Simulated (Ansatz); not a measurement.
## ClF2GeH3Si: structure from calculated spectroscopic constants

These gas-phase data were calculated for one isomer of ClF2GeH3Si at B3LYP/6-31G* (harmonic, unscaled wavenumbers; equilibrium rotational constants with average atomic masses):

| Property | Result |
| --- | --- |
| rotational constants | 2.598, 1.107, 0.9735 GHz |
| all wavenumbers above 1500 cm⁻¹ | 2147, 2144, 2126 |

Candidates:

(1) `[F][GeH2][Si@H](F)Cl`, a singlet
(2) `F[SiH](F)[GeH2][Cl]`, a singlet
(3) `F[Si](F)(Cl)[GeH3]`, a singlet

Question: Which candidate do the data belong to?

Answer: Candidate (3). 3 modes lie between 1900 and 2250 cm⁻¹, one for each Ge–H bond, while (1) has 2, (2) has 2.

The same quantities for all candidates:

```tsv
	rotational constants (GHz)	wavenumbers above 1500 cm⁻¹	E above the lowest, B3LYP/6-31G* (kcal/mol)
(1)	2.87, 1.063, 0.9338	2273, 2119, 2100	25.5
(2)	2.866, 1.096, 1.006	2280, 2129, 2111	9.7
(3)	2.598, 1.107, 0.9735	2147, 2144, 2126	0.0
```

Harmonic stretches to hydrogen usually lie a few per cent above observed fundamentals. Each candidate is one conformer. Programs: Ansatz 0.2.0.
